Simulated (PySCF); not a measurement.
**Nuclear quadrupole coupling in `S[C@]12[C@H]3[C@@H]4C5[C@H]3[C@H]1[C@@H]5[C@@H]42`**

Compound: C8H8S.
Structure used (PBE0-D3(BJ)/def2-SVP), in Å, numbered top down from 1:
```
atom  x, y, z in Å
S1     2.6963   -0.5850   -0.8863
C2     1.0584   -0.1566   -0.3388
C3     0.3759    1.2467   -0.3984
C4    -0.8725    0.5981   -1.0694
C5    -1.4969    0.3455    0.3368
C6    -0.2448    0.9871    1.0082
C7     0.4382   -0.4130    1.0710
C8    -0.8104   -1.0534    0.3926
C9    -0.1899   -0.8015   -1.0143
H10    3.3634    0.2036   -0.0135
H11    0.8747    2.1675   -0.7252
H12   -1.4058    1.0044   -1.9381
H13   -2.5386    0.5511    0.6136
H14   -0.2666    1.7139    1.8303
H15    0.9879   -0.8267    1.9255
H16   -1.2933   -1.9862    0.7098
H17   -0.1470   -1.5270   -1.8361
```

Field gradients from the PBE0/pcSseg-1 density (PySCF, non-relativistic), principal values in atomic units, ordered |Vxx| ≤ |Vyy| ≤ |Vzz|:

| atom | Vxx | Vyy | Vzz |
| --- | --- | --- | --- |
| S1 | 0.4968 | 2.2965 | -2.7933 |

Task: Find the asymmetry η = (Vxx − Vyy)/Vzz and the couplings χ = eQV/h (234.96 MHz × Q in barn × V in au), with Q(33S) = −0.0678 b.

Result: 
| atom | environment | nucleus | η | χzz (MHz) | χxx (MHz) | χyy (MHz) |
| --- | --- | --- | --- | --- | --- | --- |
| S1 | thiol sulfur | 33S | 0.64 | 44.50 | -7.91 | -36.59 |

The tensor is traceless: Vxx + Vyy + Vzz = 0.

Task: What is Vzz at S1 in SI units (1 au = 9.71736 × 10²¹ V/m²)?

Result: -2.7933 au = -27.144 × 10²¹ V/m².

Task: What couplings would deuterons (Q(2H) = 0.00286 b) have in place of the hydrogens, at this geometry?

Result: 
| atom | bonded to | bond length (Å) | Vzz (au) | η | χzz (kHz) |
| --- | --- | --- | --- | --- | --- |
| H10 | S1 | 1.352 | 0.2217 | 0.17 | 149 |
| H11 | C3 | 1.097 | 0.3019 | 0.00 | 203 |
| H12 | C4 | 1.097 | 0.3021 | 0.00 | 203 |
| H13 | C5 | 1.097 | 0.3024 | 0.00 | 203 |
| H14 | C6 | 1.098 | 0.3021 | 0.00 | 203 |
| H15 | C7 | 1.097 | 0.3019 | 0.00 | 203 |
| H16 | C8 | 1.097 | 0.3021 | 0.00 | 203 |
| H17 | C9 | 1.097 | 0.3010 | 0.01 | 202 |

The structure is a single PBE0-D3(BJ)/def2-SVP conformer in the gas phase; no vibrational or solvent corrections. With so small a basis the couplings can be 20 % off.

The run behind these numbers computed NMR shieldings as well. On an x86-64 server with one thread, on a shared host, this took 30 s of wall time.
